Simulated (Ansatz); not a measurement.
System: C2H9P2Si, charge 0, multiplicity 2. It need not be the lowest isomer of its formula. 
Geometry from a B3LYP-D3(BJ)/def2-TZVP (Ansatz, a quantum-chemistry and plane-wave program) optimisation:
SMILES: [CH2][Si](C)(P)P
```xyz
14

C     -0.6822     1.5751    -1.2287
Si    -0.3721     0.1188    -0.1614
C     -1.9314    -0.8923     0.0898
P      1.2103    -1.2609    -1.0550
P      0.3743     0.8540     1.8572
H     -1.5658     1.6680    -1.8514
H      0.0443     2.3705    -1.3527
H     -2.3185    -1.2494    -0.8671
H     -2.7065    -0.2911     0.5688
H     -1.7360    -1.7622     0.7191
H      0.6901    -1.2359    -2.3768
H      2.1427    -0.2204    -1.2980
H      1.0169    -0.3664     2.1957
H      1.5552     1.4313     1.3209
```
Charge 0, spin multiplicity 2.

Basis-set convergence of Hartree-Fock and MP2 correlation energies (hartree) with Ansatz. Cores are frozen in the correlated levels unless marked. UHF or UKS for open shells. Spin-orbit coupling is left out. No relativistic terms.

| basis | functions | E(HF) | E(corr, MP2) |
|---|---|---|---|
| cc-pV(D+d)Z | 142 | -1051.38845 | -0.60737 |
| cc-pV(T+d)Z | 303 | -1051.45098 | -0.75888 |
| cc-pV(Q+d)Z | 572 | -1051.46554 | -0.81252 |

Extrapolating the two largest sets (X = 3 and 4) as X^-3: E(corr) = (64·(-0.81252) - 27·(-0.75888))/37 = -0.8517 Eh, an estimate of the basis-set limit. The largest set recovers 95.4 % of it, the smallest 71.3 %.
